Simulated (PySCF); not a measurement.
**Pt(OH)₂, triplet: computed properties**

All numbers come from UPBE0/[Pt def2-SVP with ECP60, O def2-SVP, H def2-SVP], scalar-relativistic core potentials, density fitting, no spin–orbit coupling, PySCF.

The structure is a minimum.

```xyz
5
charge 0 multiplicity 3, angstrom
Pt    0.0000    0.0000   -0.0273
O     1.8513   -0.1406    0.0735
O    -1.8512    0.1408    0.0740
H     2.3162   -0.7053    0.7030
H    -2.3159    0.7065    0.7028
```

- Point group: C2
- Bond lengths: O–H 0.965 Å (×2), Pt–O 1.859 Å (×2)
- Bond angles: H–O–Pt 124.0° (×2), O–Pt–O 173.8°
- Rotational symmetry number: 2
- Lowest empty level (β): -3.78 eV
- Rotational constants: 9.288, 0.1381, 0.1372 cm⁻¹
- Entropy at 298.15 K and 1 bar (electronic part: spin only): 300.6 J/(mol K)
- Heat capacity Cp at 298.15 K: 70.5 J/(mol K)
- Spin squared ⟨S²⟩: 2.008
- Highest occupied level (β): -7.45 eV
- Principal polarisabilities: 31.6, 32.6, 64.1 bohr³
- Atomisation energy without zero-point energy: 1483 kJ/mol
- Enthalpy at 298.15 K above 0 K: 15.26 kJ/mol
- Dipole moment: 1.85 D
- Principal quadrupole moments (Buckingham, traceless) about the centre of mass: -7.61, -1.28, 8.89 D Å
- Zero-point energy: 66.8 kJ/mol

Harmonic modes (masses in u: Pt 194.965, O 15.995, H 1.008):
| symmetry | ω (cm⁻¹) | IR (km/mol) |
| --- | --- | --- |
| a | 160 | 11.8 |
| b | 228 | 28.7 |
| a | 340 | 86.3 |
| b | 606 | 477 |
| a | 614 | 21.3 |
| a | 713 | 2.2 |
| b | 726 | 77.1 |
| b | 3886 | 373 |
| a | 3890 | 83.6 |

In C2 the vibrations span 5a + 4b.

Charges (e):
```csv
atom,Mulliken,Löwdin,polar tensor,spin (Mulliken),Mayer order to Pt1
Pt1,0.36,0.00,0.65,1.27,–
"O2,3",-0.41,-0.12,-0.71,0.36,1.15
"H4,5",0.23,0.11,0.38,0.01,0.02
```
Other Mayer orders above 0.3: O–H 0.93 (×2).

Mulliken populations on Pt1 (electrons outside its core potential): s 3.10, p 6.24, d 8.26, f 0.04.

Other isomers or separated fragments may lie lower. Open d and f shells are described by one determinant, and the ground state may have another occupation or spin. No spin–orbit coupling is included, which matters more the heavier the element.

The final relaxation and frequency run took about 110 core-seconds on a shared host.
